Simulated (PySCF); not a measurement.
Gas-phase equilibrium of 1 mol ZnCl2, 0.89 mol H2O at 800 K and 0.0100 bar, among 18 species (ClO, O2, HCl, O, HO2, Zn, H2O, H, Zn(OH)2, HOCl, H2O2, O3, H2, ZnH2, ZnCl2, Cl, Cl2, OH). Only gases are allowed; each row takes one source of thermochemistry for all species, and Cantera finds the minimum.

Method: PySCF energies plus ideal-gas RRHO corrections (1 bar). † marks an energy on the PBE0/def2-TZVP geometry and frequencies; other levels use their own. 6-31G* has spherical d functions here. Open shells (unrestricted) among the columns below: O2 (multiplicity 3); the rest are closed-shell singlets. B3LYP is the form with VWN-RPA correlation. Zn: all electrons, no relativistic terms. No R ln 2 is added for the mirror-image form of Zn(OH)2. Zn(OH)2: computed as isolated molecules; such fragments, hydroxides, amides, oligomers or adducts are transient or little studied in the gas. The harmonic model lacks anharmonicity and excited electronic states, which grow with temperature; levels with a mode under 35 cm⁻¹ are left out. Soft modes under 120 cm⁻¹ make the harmonic entropy rough for ZnCl2.

Molecules larger than those listed are left out. Table species left out: Zn+.

With B3LYP/6-31G* thermochemistry: ZnCl2 0.53, H2O 0.47, HCl 0.0025, Zn(OH)2 0.0012, Zn 4.0e-11, O2 2.7e-6.

How far does the composition move with the other sources (B3LYP/def2-TZVP†, BLYP/def2-TZVP†, PBE0/def2-QZVP†, LDA/def2-TZVP†, ωB97X-V/def2-TZVP†)?


| thermochemistry | x ZnCl2 | x H2O | x HCl | x Zn(OH)2 | x Zn | x O2 |
|---|---|---|---|---|---|---|
| B3LYP/6-31G* | 0.53 | 0.47 | 0.0025 | 0.0012 | 4.0e-11 | 2.7e-6 |
| B3LYP/def2-TZVP† | 0.53 | 0.47 | 0.00025 | 0.00011 | 1.2e-5 | 6.0e-6 |
| BLYP/def2-TZVP† | 0.53 | 0.47 | 0.00066 | 0.00026 | 7.0e-5 | 3.5e-5 |
| PBE0/def2-QZVP† | 0.53 | 0.47 | 9.9e-5 | 4.9e-5 | 2.8e-7 | 1.4e-7 |
| LDA/def2-TZVP† | 0.53 | 0.47 | 0.00049 | 0.00025 | 8.3e-9 | 6.4e-9 |
| ωB97X-V/def2-TZVP† | 0.53 | 0.47 | 0.00019 | 9.3e-5 | 1.3e-7 | 9.7e-8 |
The most sensitive of these is Zn: it spans a factor of 10^6.2 over these rows; at this temperature one factor of ten is RT ln 10 = 15 kJ/mol.
